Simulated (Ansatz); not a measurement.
Isolated molecules relaxed with PBE0-D4/def2-TZVP in Ansatz; ΔE leaves out vibrations. CBS: MP2 limit from def2 TZ/QZ plus the TZ coupled-cluster correction, frozen cores. Functionals use def2-TZVPP. def2 core potentials past Kr. For Br, Ga, In outer-core shells are correlated without core-valence functions, which leaves a few kJ/mol of doubt a bond. Scalar relativity is left out up to krypton. Each species was taken in one conformer, which may not be the lowest.

`C[O][Ga]([SH])[O][SiH3]` + `C[O][In]([OH])[Br]` → `C[O][Ga]([SH])[Br]` + `C[O][In]([OH])[O][SiH3]`  (redistribution)

`C[O][Ga]([SH])[O][SiH3]`:

Cartesian coordinates in Å:
```
C 1.018 1.357 0.936
O 1.130 1.239 -0.463
Ga 0.247 0.028 -1.411
S 0.468 -0.037 -3.570
O -0.804 -1.151 -0.610
Si -1.441 -1.561 0.833
H 1.920 1.848 1.313
H 0.154 1.969 1.218
H 0.929 0.389 1.443
H 1.317 1.006 -3.555
H -2.087 -0.389 1.488
H -0.388 -2.078 1.751
H -2.462 -2.620 0.626
```

`C[O][In]([OH])[Br]`:

Z-matrix (Å, degrees):
```
C
O 1 1.408
H 1 1.097 2 113.8
H 1 1.096 2 109.3 3 -120.4
H 1 1.096 2 110.0 3 121.0
In 2 1.967 1 123.2 3 -7.7
Br 6 2.442 2 119.4 1 2.1
O 6 1.964 2 118.6 1 -178.4
H 8 0.962 6 111.3 2 0.4
```

`C[O][Ga]([SH])[Br]`:

Z-matrix (Å, degrees):
```
C
O 1 1.409
H 1 1.096 2 113.1
H 1 1.094 2 109.4 3 120.7
H 1 1.094 2 109.5 3 -120.7
Ga 2 1.767 1 124.5 3 0.7
Br 6 2.278 2 119.3 1 -0.2
S 6 2.176 2 118.9 1 179.8
H 8 1.346 6 91.6 2 -0.0
```

`C[O][In]([OH])[O][SiH3]`:

Z-matrix (Å, degrees):
```
C
O 1 1.410
H 1 1.094 2 107.7
H 1 1.097 2 112.7 3 -118.7
H 1 1.097 2 112.9 3 118.7
In 2 1.962 1 120.7 3 -177.6
O 6 1.981 2 119.1 1 0.9
O 6 1.959 2 124.9 1 -179.3
Si 7 1.627 6 138.6 2 -0.3
H 8 0.962 6 110.7 2 -179.7
H 9 1.492 7 111.6 6 -58.5
H 9 1.487 7 109.3 6 -178.5
H 9 1.492 7 111.5 6 61.5
```

```csv
level,ΔE (kJ/mol)
B2PLYP,35.0
PBE,30.2
PBE0,34.6
CCSD/CBS(def2),34.7
```

Problem. What does CCSD(T)/CBS give? (Best estimate.)

Solution. Ansatz gave: +32.5 kJ/mol. The listed levels differ from it by 2.5, -2.3, 2.1, 2.2 kJ/mol.

Largest T1 diagnostic among the species: 0.016.

From PBE to PBE0 (25 % exact exchange), in def2-TZVPP and without D4, ΔE moves by +4.4 kJ/mol. In def2-TZVPP, CCSD(T) changes the Hartree–Fock value by −11.8 kJ/mol (the triples alone add −2.2 kJ/mol) and MP2 by −12.5 kJ/mol.
